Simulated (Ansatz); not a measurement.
Abridged output of a molecular run in Ansatz:

```
Functional definition: HF
1766 factors; integrals over basis functions are off by at most 1.1e-3 eV
mean field evaluation 1: about -20204.5555 eV, gradient 4.0e1 eV
mean field evaluation 2: about -20204.7847 eV, gradient 4.0e1 eV
mean field evaluation 4: about -20208.3782 eV, gradient 3.6e0 eV
mean field evaluation 8: about -20208.4496 eV, gradient 3.2e-1 eV
mean field -20208.44991497 eV, -742.6468365957 hartree, gradient 3.8e-6 eV, S^2 0.000000; 0 other end points of the search recorded, 0 dependent functions left out
12 core orbitals not correlated: weight in the atoms' cores, before any rotation towards them, 1.000 or more for the frozen orbitals, at most 0.000 for the correlated occupied ones
reference -20208.44991497 eV, -742.6468365957 hartree; 21, 21 occupied and 236, 236 virtual orbitals, 1766 factors
second order -30.56642985 eV of doubles, -0.00000000 eV of singles
cycle   1  -30.60646029 eV  change   -4.0e-2 eV  update   1.3e-1
cycle   2  -31.33683268 eV  change   -7.3e-1 eV  update   4.0e-2
cycle   3  -31.51628983 eV  change   -1.8e-1 eV  update   2.2e-2
cycle   4  -31.50254885 eV  change    1.4e-2 eV  update   5.2e-3
cycle   5  -31.49649027 eV  change    6.1e-3 eV  update   2.2e-3
cycle   6  -31.49746824 eV  change   -9.8e-4 eV  update   7.1e-4
cycle   7  -31.49745586 eV  change    1.2e-5 eV  update   2.6e-4
cycle   8  -31.49727325 eV  change    1.8e-4 eV  update   8.8e-5
cycle   9  -31.49727691 eV  change   -3.7e-6 eV  update   3.3e-5
perturbative correction -0.97574197 eV, -0.0358578560 hartree
Total energy: -20240.92293384 eV, -743.8401980284 hartree
```

Its atoms:

Z-matrix (Å, degrees):
```
C
Si 1 1.900
F 1 1.389 2 110.1
H 1 1.095 2 110.9 3 -119.8
H 1 1.095 2 111.3 3 120.0
Sn 2 2.569 1 109.4 3 48.6
H 2 1.489 1 108.0 3 168.4
H 2 1.485 1 111.1 3 -71.7
F 6 1.932 2 105.3 1 -92.0
H 6 1.707 2 115.8 1 22.6
H 6 1.708 2 115.5 1 154.6
```

Q: Which basis set was used?
A. def2-SVPD
B. def2-TZVPP
C. cc-pV(Q+d)Z
D. def2-SVP

A: B. It gives 269 functions.

Q: Write the keys of the input that set method, charge and spin (a neutral closed shell needs none for the last two).

A: 
```yaml
correlation: {method: ccsd_t}
```
